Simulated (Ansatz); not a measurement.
Gas-phase electronic energies from Ansatz, PBE0-D4/def2-TZVP geometries. CBS: MP2 limit from def2 TZ/QZ plus the TZ coupled-cluster correction, frozen cores. Functionals use def2-TZVPP. B3LYP here is the variant with VWN-RPA as its local correlation; programs differ in this. Each species was taken in one conformer, which may not be the lowest.

Consider the isomerisation: `BC/C=C(/C)F` → `C=CB(F)CC`.

```tsv
level	ΔE (kcal/mol)	difference from CCSD(T)/CBS
PBE-D4	-52.3	6.8
r2SCAN-D4	-54.7	4.4
B3LYP-D4	-58.1	1.0
ωB97M-V	-57.0	2.1
B2PLYP	-58.8	0.3
PBE	-52.7	6.4
r2SCAN	-54.7	4.4
PBE0	-54.7	4.4
B3LYP	-58.6	0.5
HF/def2-TZVPP	-65.3	-6.2
MP2/def2-TZVPP	-57.6	1.5
CCSD/def2-TZVPP	-60.3	-1.2
CCSD(T)/def2-TZVPP	-58.7	0.4
HF/def2-QZVPP	-65.2	-6.1
HF/CBS(def2)	-65.2	-6.1
CCSD/CBS(def2)	-60.6	-1.5
CCSD(T)/CBS	-59.1	0
```

Largest T1 diagnostic among the species: 0.012.

In def2-TZVPP, CCSD(T) changes the Hartree–Fock value by +6.5 kcal/mol (the triples alone add +1.5 kcal/mol) and MP2 by +7.7 kcal/mol. From PBE to PBE0 (25 % exact exchange), in def2-TZVPP and without D4, ΔE moves by −2.1 kcal/mol.
